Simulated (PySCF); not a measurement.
# C₆ coefficients of unlike pairs at PBE

Calculated with PySCF 2.14 from the dipole response of each species, C₆(A,B) = (3/π) ∫ α_A(iu) α_B(iu) du, in atomic units, from isotropic polarisabilities. For ions this is the dispersion term alone; charge-induced terms of lower order in 1/R come first.

| species | configuration | basis | relativity | α (bohr³) | C₆ (like pair) |
| --- | --- | --- | --- | --- | --- |
| N⁺ | [He] 2s2 2p2 (3P) | aug-cc-pwCVDZ (5s4p2d) | none | 3.896 | 8.531 |
| Mg | [Ne] 3s2 (1S) | dyall-av3z (20s13p6d4f) | none | 73.99 | 658.8 |
| Hf²⁺ | [Xe] 4f14 5d2 (3F) | x2c-TZVPPall with one added diffuse shell each of s, p, d, f type (12s8p8d4f1g) | spin-free X2C | 16.39 | 84.38 |
| Ca | [Ar] 4s2 (1S) | aug-cc-pwCVTZ-X2C with one added diffuse shell each of s, p, d, f type (10s9p7d4f) | spin-free X2C | 158.0 | 2180 |

(1) Estimate C₆ for Mg with N⁺.

No spin-orbit coupling is included.

The other pairs:

```
    pair     C₆
  Ca, Mg   1185
Hf²⁺, N⁺  26.44
  Ca, N⁺  96.86
Ca, Hf²⁺  349.2
Hf²⁺, Mg  203.2
```

## Answers

(1) The integral gives 57.57. The combination rule 2 C_A C_B / (C_A α_B/α_A + C_B α_A/α_B) gives 57.14 and the geometric mean 74.96.
